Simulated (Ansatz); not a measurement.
`O[SiH2]O[SiH](O)O` and `O[SiH](O)O[SiH](O)Cl` differ in one atom or group.

Ansatz, PBE0-D4/def2-TZVP geometries, multiplicity 1. Each molecule was computed in one conformer, which needn't be the lowest.

| property | `O[SiH2]O[SiH](O)O` |
| --- | --- |
| size of the dipole moment (B3LYP/def2-TZVPP) / D | 3.32 |
| HOMO–LUMO gap (PBE/def2-TZVPP) / eV | 6.61 |
| size of the dipole moment (PBE/def2-TZVPP) / D | 3.18 |
| HOMO energy (PBE0/def2-TZVPP) / eV | -8.80 |
| LUMO energy (PBE/def2-TZVPP) / eV | -0.72 |
| HOMO energy (B3LYP/def2-TZVPP) / eV | -8.61 |

Give the same properties after the change, and the shifts. (Estimate.)

The calculation gave: 
| property | `O[SiH](O)O[SiH](O)Cl` | shift |
| --- | --- | --- |
| size of the dipole moment (B3LYP/def2-TZVPP) / D | 0.78 | -2.54 |
| HOMO–LUMO gap (PBE/def2-TZVPP) / eV | 7.32 | 0.71 |
| size of the dipole moment (PBE/def2-TZVPP) / D | 0.73 | -2.45 |
| HOMO energy (PBE0/def2-TZVPP) / eV | -9.32 | -0.52 |
| LUMO energy (PBE/def2-TZVPP) / eV | -0.38 | 0.34 |
| HOMO energy (B3LYP/def2-TZVPP) / eV | -9.08 | -0.47 |

With PBE0 the HOMO falls by 0.52 eV and the LUMO rises by 0.36 eV, so the gap widens by about 0.88 eV. PBE moves the HOMO by -0.37 eV and ωB97M-V by -0.57 eV. Dipoles are sizes alone; their direction can turn.

B3LYP here is the variant with VWN-RPA as its local correlation; programs differ in this.
